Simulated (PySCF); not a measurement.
Se⁺: excitation energy

Se⁺ [Ar] 3d10 4s2 4p3 (4S) → Se⁺ [Ar] 3d10 4s2 4p2 5s1 (4P), as a difference of total energies. All numbers are calculated (PySCF 2.14, a scalar-relativistic core potential, in aug-cc-pVTZ-PP with ECP10MDF). Correlated levels: valence: 3s2 3p6 3d10 frozen. The calculations carry no spin-orbit coupling.

```
           method  excitation energy (eV)  error (eV)
              UHF                  11.856      -0.228
    MP2 (valence)                  12.030      -0.054
SCS-MP2 (valence)                  11.981      -0.103
   CCSD (valence)                  11.972      -0.112
CCSD(T) (valence)                  11.973      -0.111
```

Reference: 12.084 eV (measured; NIST levels, between the centres of gravity of the two terms).

Errors of the correlated levels include the incompleteness of this basis and the frozen core.
